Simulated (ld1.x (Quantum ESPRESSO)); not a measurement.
What the settings do to the TM potential of Xe (Z = 54)

Base potential:

* Element: xenon (Xe)
* Generator: ld1.x (Quantum ESPRESSO) 7.5
* Type: norm-conserving Troullier–Martins (Kleinman–Bylander form)
* Functional: PBEsol
* Relativity: scalar-relativistic
* Frozen core: [Kr] 4d10
* Valence charge: 8
* Reference configuration: 5s2 5p6
* Partial waves: 5p (bound): rc 1.85 bohr; 5d channel at 0.25 Ry: rc 1.55 bohr; 5s (bound): rc 1.70 bohr
* Local potential: the s channel
* Core correction: none

Cutoffs, loose and tight: the cutoffs (Ry, on a coarse ladder) from which the occupation-weighted sum of valence levels, in a spherical-Bessel basis at the reference potential, stays within 10 and 1 mRy of its value at 400 Ry. They do not see the model core or the augmentation charge, which bear on the density cutoff. Test errors are all-electron minus pseudo excitation energies from the reference, over the configurations 5s2 5p5; 5s2 5p4; 5s2 5p3; 5s2 5p5.5; 5s2 5p2; 5s1 5p6. A dash means not determined; rows that change the core or the reference have their own tests.

A true bound ghost makes a file unfit for plane-wave use even where its test errors are small: the radial tests pick states by their node count and pass the ghost by.

| change | outcome | cutoff, loose | cutoff, tight | bound ghosts | largest test error (meV) |
| --- | --- | --- | --- | --- | --- |
| base | generated | 35 Ry | 60 Ry | d | -31 |
| all radii scaled by about 0.83 (s 1.40, p 1.54, d 1.28 bohr) | generated | 80 Ry | 140 Ry | none | -37 |
| all radii scaled by about 0.91 (s 1.54, p 1.68, d 1.40 bohr) | generated | 40 Ry | 80 Ry | d | -35 |
| all radii scaled by about 1.11 (s 1.88, p 2.06, d 1.72 bohr) | generated | 35 Ry | 60 Ry | d | -21 |
| all radii scaled by about 1.32 (s 2.24, p 2.44, d 2.04 bohr) | generated | 25 Ry | 35 Ry | none | +6.8 |
| all radii scaled by about 1.40 (s 2.38, p 2.60, d 2.18 bohr) | generated | 21 Ry | 35 Ry | none | -8.6 |

What comes out with this change to the base: all radii scaled by about 1.16 (s 1.98, p 2.16, d 1.80 bohr)?

outcome: generated; cutoff, loose: 35 Ry; cutoff, tight: 55 Ry; bound ghosts: d; largest test error (meV): -14.

What comes out with this change to the base: all radii scaled by about 1.24 (s 2.10, p 2.28, d 1.92 bohr)?

outcome: generated; cutoff, loose: 30 Ry; cutoff, tight: 50 Ry; bound ghosts: none; largest test error (meV): -15.

What comes out with this change to the base: all radii scaled by about 0.76 (s 1.30, p 1.42, d 1.18 bohr)?

outcome: generated; cutoff, loose: 120 Ry; cutoff, tight: 230 Ry; bound ghosts: p; largest test error (meV): -30.

Reading the sweep of the scale of all radii (base = 1) (base included, trends over the rows without a ghost): The loose cutoff falls from 80 Ry at 0.83 to 21 Ry at 1.4. A larger radius leaves more room for a smooth pseudo-wave, so fewer plane waves are needed; a smaller one forces it to follow the all-electron wave where it bends sharply. The median size of the test errors (rows with all tests solved) falls from 8.0 meV at 0.83 to 0.8 meV at 1.4. This runs against the usual rule that a larger radius transfers worse; these runs do not show why. Bound ghosts are found at 0.76, 0.91, 1, 1.11, 1.16.
